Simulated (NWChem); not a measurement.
System: CH₄SSi, singlet; SMILES C[Si]S

Here is an NWChem input.

```
start job
memory heap 200 mb stack 900 mb global 1100 mb
geometry units angstroms noautoz
  Si    -0.738310    -0.550407     0.299856
  C      0.826915    -1.633506     0.024615
  H      1.200330    -1.938586     1.014501
  H      1.657250    -1.174205    -0.522183
  H      0.539422    -2.562135    -0.486326
  S      0.180671     1.336896    -0.228189
  H     -0.884212     2.141001    -0.012410
end
basis spherical
  * library def2-svp
end
dft
  xc pbe0
  iterations 150
  mulliken
end
task dft energy
```

NWChem printed, in part:

```
             Northwest Computational Chemistry Package (NWChem) 7.3.0
             --------------------------------------------------------

 C1  symmetry detected

                             Geometry "geometry" -> ""
                             -------------------------

 Output coordinates in angstroms (scale by  1.889725989 to convert to a.u.)

  No.       Tag          Charge          X              Y              Z
 ---- ---------------- ---------- -------------- -------------- --------------
    1 Si                  14.0000    -0.79039031    -0.56033390    -0.00291296
    2 C                    6.0000     0.78618424    -1.66178886    -0.00292919
    3 H                    1.0000     0.88007181    -2.11069384     0.99809844
    4 H                    1.0000     1.73464810    -1.16913685    -0.24191032
    5 H                    1.0000     0.64113223    -2.50168875    -0.69545560
    6 S                   16.0000     0.24543555     1.34028037    -0.00229102
    7 H                    1.0000    -0.83446192     2.15244121     0.03428036

 Effective nuclear repulsion energy (a.u.)     130.3439255316

                                 NWChem DFT Module
                                 -----------------

 Summary of "ao basis" -> "ao basis" (spherical)
 ------------------------------------------------------------------------------
       Tag                 Description            Shells   Functions and Types
 ---------------- ------------------------------  ------  ---------------------
 Si                         def2-svp                 8       18   4s3p1d
 C                          def2-svp                 6       14   3s2p1d
 H                          def2-svp                 3        5   2s1p
 S                          def2-svp                 8       18   4s3p1d

            General Information
            -------------------
          SCF calculation type: DFT
          Wavefunction type:  closed shell.
          No. of atoms     :     7
          No. of electrons :    40
           Alpha electrons :    20
            Beta electrons :    20
          Charge           :     0
          Spin multiplicity:     1
          Use of symmetry is: off; symmetry adaption is: off
          Maximum number of iterations: 150
          AO basis - number of functions:    70
                     number of shells:    34
          Convergence on energy requested:  1.00D-06
          Convergence on density requested:  1.00D-05
          Convergence on gradient requested:  5.00D-04

              XC Information
              --------------
                         PBE0 Method XC Functional
                     Hartree-Fock (Exact) Exchange  0.250
          PerdewBurkeErnzerhof Exchange Functional  0.750
            Perdew 1991 LDA Correlation Functional  1.000 local
           PerdewBurkeErnz. Correlation Functional  1.000 non-local

             Grid Information
             ----------------
          Grid used for XC integration:  medium
          Radial quadrature: Mura-Knowles
          Angular quadrature: Lebedev.
          Tag              B.-S. Rad. Rad. Pts. Rad. Cut. Ang. Pts.
          ---              ---------- --------- --------- ---------
          Si                  1.10       88           9.0       590
          C                   0.70       49          11.0       434
          H                   0.35       45          12.0       434
          S                   1.00       88          11.0       590
          Grid pruning is: on
          Number of quadrature shells:   405
          Spatial weights used:  Erf1

      Superposition of Atomic Density Guess
      -------------------------------------

 Sum of atomic energies:        -725.70778935

      Non-variational initial energy
      ------------------------------

 Total energy =    -726.719001
 1-e energy   =   -1261.465660
 2-e energy   =     404.402733
 HOMO         =      -0.222840
 LUMO         =      -0.040112

     ---------------------------------------------
      Total Density - Mulliken Population Analysis
     ---------------------------------------------

    Atom       Charge   Shell Charges
 -----------   ------   -------------------------------------------------------
    1 Si  14    13.43   2.00  1.99  1.24  0.62  5.93  0.75  0.79  0.11
    2 C    6     6.68   1.99  0.98  0.29  2.14  1.27  0.01
    3 H    1     0.86   0.65  0.19  0.03
    4 H    1     0.88   0.66  0.19  0.03
    5 H    1     0.87   0.65  0.19  0.03
    6 S   16    16.49   2.00  1.99  1.20  0.64  5.94  1.81  2.87  0.03
    7 H    1     0.80   0.58  0.19  0.03

   convergence    iter        energy       DeltaE   RMS-Dens  Diis-err
 ---------------- ----- ----------------- --------- --------- ---------
 d= 0,ls=0.0,diis     1   -727.5999150796 -8.58D+02  1.08D-02  2.46D-01
 d= 0,ls=0.0,diis     2   -727.6095709310 -9.66D-03  6.87D-03  1.40D-01
 d= 0,ls=0.0,diis     3   -727.6304521709 -2.09D-02  2.11D-03  1.85D-02
 d= 0,ls=0.0,diis     4   -727.6335507842 -3.10D-03  4.36D-04  5.90D-04
 d= 0,ls=0.0,diis     5   -727.6336498118 -9.90D-05  1.08D-04  5.00D-05
  Resetting Diis
 d= 0,ls=0.0,diis     6   -727.6336575841 -7.77D-06  2.80D-05  4.77D-06
 d= 0,ls=0.0,diis     7   -727.6336583327 -7.49D-07  5.42D-06  2.01D-08

         Total DFT energy =     -727.633658332683
      One electron energy =    -1263.904178574309
           Coulomb energy =      459.068177383107
    Exchange-Corr. energy =      -53.141582673087
 Nuclear repulsion energy =      130.343925531606

 Numeric. integr. density =       40.000001260197

                       DFT Final Molecular Orbital Analysis
                       ------------------------------------

 Vector   18  Occ=2.000000D+00  E=-3.317510D-01
              MO Center=  2.0D-01, -1.8D-01, -6.4D-03, r^2= 3.5D+00
   Bfn.  Coefficient  Atom+Function         Bfn.  Coefficient  Atom+Function
  ----- ------------  ---------------      ----- ------------  ---------------
    59      0.285027  6 S  py                23      0.259611  2 C  py
     9     -0.242425  1 Si py                56      0.240862  6 S  py
    58      0.236558  6 S  px                22     -0.203809  2 C  px
    55      0.172638  6 S  px                12     -0.170852  1 Si py
    26      0.154707  2 C  py                53      0.136105  6 S  py

 Vector   19  Occ=2.000000D+00  E=-2.916065D-01
              MO Center=  1.2D-01,  1.1D+00, -2.1D-03, r^2= 1.9D+00
   Bfn.  Coefficient  Atom+Function         Bfn.  Coefficient  Atom+Function
  ----- ------------  ---------------      ----- ------------  ---------------
    60      0.601770  6 S  pz                57      0.418032  6 S  pz
    54      0.240371  6 S  pz                13      0.167205  1 Si pz
    10      0.120136  1 Si pz                 7     -0.068624  1 Si pz
    33     -0.060910  3 H  s                 24     -0.057316  2 C  pz
    15      0.051012  1 Si d -1              34     -0.047326  3 H  s

 Vector   20  Occ=2.000000D+00  E=-2.373443D-01
              MO Center= -7.9D-01, -4.2D-01,  3.3D-03, r^2= 3.3D+00
   Bfn.  Coefficient  Atom+Function         Bfn.  Coefficient  Atom+Function
  ----- ------------  ---------------      ----- ------------  ---------------
     4      0.441324  1 Si s                  3      0.361961  1 Si s
     8     -0.306679  1 Si px                11     -0.295813  1 Si px
     2      0.218551  1 Si s                 58      0.215194  6 S  px
    59      0.214438  6 S  py                21     -0.198084  2 C  s
    22      0.198320  2 C  px                 5      0.165836  1 Si px

 Vector   21  Occ=0.000000D+00  E=-7.594285D-02
              MO Center= -6.6D-01, -3.8D-01, -7.9D-03, r^2= 3.2D+00
   Bfn.  Coefficient  Atom+Function         Bfn.  Coefficient  Atom+Function
  ----- ------------  ---------------      ----- ------------  ---------------
    13      0.740540  1 Si pz                10      0.391955  1 Si pz
    60     -0.351582  6 S  pz                 7     -0.210304  1 Si pz
    57     -0.179600  6 S  pz                34     -0.123676  3 H  s
    33     -0.107453  3 H  s                 54     -0.102570  6 S  pz
    43      0.075629  5 H  s                 44      0.075157  5 H  s

 Vector   22  Occ=0.000000D+00  E= 2.781714D-02
              MO Center= -4.8D-01, -4.5D-01, -2.3D-02, r^2= 4.7D+00
   Bfn.  Coefficient  Atom+Function         Bfn.  Coefficient  Atom+Function
  ----- ------------  ---------------      ----- ------------  ---------------
    21      1.132079  2 C  s                 12      1.024248  1 Si py
    59      0.578348  6 S  py                39     -0.546730  4 H  s
     9      0.276397  1 Si py                44     -0.263278  5 H  s
    67     -0.260014  7 H  s                  3      0.246749  1 Si s
    51     -0.242070  6 S  s                 34     -0.218296  3 H  s

 Vector   23  Occ=0.000000D+00  E= 3.907317D-02
              MO Center= -5.9D-01,  1.4D+00,  1.5D-02, r^2= 4.1D+00
   Bfn.  Coefficient  Atom+Function         Bfn.  Coefficient  Atom+Function
  ----- ------------  ---------------      ----- ------------  ---------------
    67      1.190752  7 H  s                 51     -0.947037  6 S  s
    58      0.760443  6 S  px                21     -0.483327  2 C  s
    12      0.403604  1 Si py                 4      0.375908  1 Si s
    59     -0.300730  6 S  py                44      0.291793  5 H  s
    66      0.260839  7 H  s                 50     -0.251495  6 S  s

     ---------------------------------------------
      Total Density - Mulliken Population Analysis
     ---------------------------------------------

    Atom       Charge   Shell Charges
 -----------   ------   -------------------------------------------------------
    1 Si  14    13.71   2.00  1.99  1.27  0.56  5.92  0.98  0.84  0.15
    2 C    6     6.40   1.99  0.88  0.31  2.10  1.11  0.02
    3 H    1     0.91   0.72  0.17  0.03
    4 H    1     0.91   0.72  0.17  0.02
    5 H    1     0.92   0.72  0.17  0.03
    6 S   16    16.25   2.00  1.99  1.24  0.64  5.93  1.80  2.62  0.05
    7 H    1     0.90   0.70  0.16  0.03

     -------------------------------------------
      Total Density - Lowdin Population Analysis
     -------------------------------------------

    Atom       Charge   Shell Charges
 -----------   ------   -------------------------------------------------------
    1 Si  14    13.82   2.00  1.96  0.96  0.65  5.80  1.10  1.13  0.21
    2 C    6     6.31   1.97  0.60  0.35  1.89  1.46  0.04
    3 H    1     0.95   0.62  0.26  0.07
    4 H    1     0.97   0.63  0.27  0.07
    5 H    1     0.96   0.62  0.26  0.07
    6 S   16    15.98   2.00  1.95  0.99  0.69  5.81  1.89  2.60  0.06
    7 H    1     1.01   0.62  0.31  0.08

     Multipole analysis of the density
     ---------------------------------

     L   x y z        total         alpha         beta         nuclear
     -   - - -        -----         -----         ----         -------
     0   0 0 0     -0.000000    -20.000000    -20.000000     40.000000

     1   1 0 0      0.003611      0.001806      0.001806     -0.000000
     1   0 1 0     -0.137554     -0.068777     -0.068777      0.000000
     1   0 0 1      0.017742      0.008871      0.008871     -0.000000

     2   2 0 0    -27.198968    -46.291284    -46.291284     65.383599
     2   1 1 0     -2.365458      5.353901      5.353901    -13.073259
     2   1 0 1      0.032503      0.027494      0.027494     -0.022485
     2   0 2 0    -23.509435   -130.349537   -130.349537    237.189639
     2   0 1 1      0.020792      0.023478      0.023478     -0.026163
     2   0 0 2    -24.642876    -15.070816    -15.070816      5.498757
```

Level: PBE0/def2-SVP. Low-valent species are run as closed-shell singlets; no triplet was tried in these runs. All runs use the structure optimised with B3LYP/6-31G* (spherical d).
